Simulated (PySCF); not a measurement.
Two species compared at the same levels of theory.

First species: CH7BNP.
InChI=1S/CH7BNP/c1-2(3)4/h3-4H2,1H3

Second species: C₆H₁₅NSi.
SMILES: `C1[C@H](CN)CCC[SiH2]1`

Levels: B3LYP/def2-SVPD for HOMO energy, LUMO energy, HOMO–LUMO gap and static isotropic polarisability; TDDFT B3LYP/def2-SVPD for lowest singlet excitation; TDA B3LYP/def2-SVPD for lowest triplet excitation (Tamm–Dancoff). Geometries: PBE0-D3(BJ)/def2-SVP. Each species is one conformer at its optimised geometry, gas phase, non-relativistic unless stated; the electronic structure was computed with PySCF and density fitting.

Dipoles, sizes and rotational constants follow the conformer. The torsions of the flexible species, by atom-mapped SMILES:
- `[CH3:1][B:2]([NH2:3])[PH2:4]`: H–N3–B2–C1 -1°, H–N3–B2–C1 179°, H–P4–B2–C1 -52°, H–P4–B2–C1 -148°

The conformers of `NC[C@@H]1CCC[SiH2]C1` aren't listed.

```json
{"property": "HOMO energy", "column X": "-6.69 eV", "column Y": "-6.68 eV"}
{"property": "LUMO energy", "column X": "0.31 eV", "column Y": "-0.20 eV"}
{"property": "HOMO–LUMO gap", "column X": "7.00 eV", "column Y": "6.48 eV"}
{"property": "lowest singlet excitation", "column X": "5.98 eV", "column Y": "5.63 eV"}
{"property": "lowest triplet excitation (Tamm–Dancoff)", "column X": "5.73 eV", "column Y": "5.01 eV"}
{"property": "static isotropic polarisability", "column X": "106.4 au", "column Y": "65.3 au"}
```

Task: Which column belongs to which species?

Result: Column X is the second species and column Y the first. The first has 11 atoms and 40 electrons, the second 23 and 72.

Task: How does each property change from the first species to the second?

Result: HOMO energy -0.01 eV; LUMO energy +0.51 eV; HOMO–LUMO gap +0.52 eV; lowest singlet excitation +0.35 eV; lowest triplet excitation (Tamm–Dancoff) +0.72 eV; static isotropic polarisability +41.1 au.

On the first: The 10 singlets span 5.63 to 7.89 eV, and their oscillator strengths add up to 0.48. The principal polarisabilities are 53.1, 66.8 and 76.1 au; their mean is the isotropic value.

On the second: No computed singlet falls in the visible range (750 to 380 nm, 1.65 to 3.26 eV); S1 lies 2.72 eV above its blue end. The 10 singlets span 5.98 to 7.63 eV, and their oscillator strengths add up to 0.11.
